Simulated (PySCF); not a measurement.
**Ionisation energy of Gd⁺ by level of theory**

Gd⁺ [Xe] 4f7 5d1 6s1 (10D) → Gd²⁺ [Xe] 4f7 5d1 (9D), as a difference of total energies. All numbers are calculated (PySCF 2.14, scalar relativity by spin-free X2C-1e, in ANO-RCC-VTZP). Correlated levels: valence: [Kr] 4d10 frozen; valence and next inner shell: [Ar] 3d10 frozen. The calculations carry no spin-orbit coupling.

```
                                method  ionisation energy (eV)  plus first-order spin-orbit estimate  difference from reference of that sum (eV)
                                   UHF                  11.367                                11.345                                      -0.731
                                   LDA                  12.789                                12.766                                      +0.690
                                   PBE                  12.551                                12.529                                      +0.453
                                  PBE0                  12.305                                12.283                                      +0.207
                                r2SCAN                  12.403                                12.381                                      +0.305
                         MP2 (valence)                  12.132                                12.110                                      +0.034
                     SCS-MP2 (valence)                  11.895                                11.873                                      -0.203
    MP2 (valence and next inner shell)                  12.204                                12.181                                      +0.105
SCS-MP2 (valence and next inner shell)                  11.971                                11.949                                      -0.127
```

Reference: 12.076 ± 0.02 eV (semi-empirical (NIST evaluation); NIST Atomic Spectra Database, ionization energies).

A first-order spin-orbit estimate (lowest level to lowest level, LS coupling) adds -0.022 eV.

Errors of the correlated levels include the incompleteness of this basis and the frozen core.
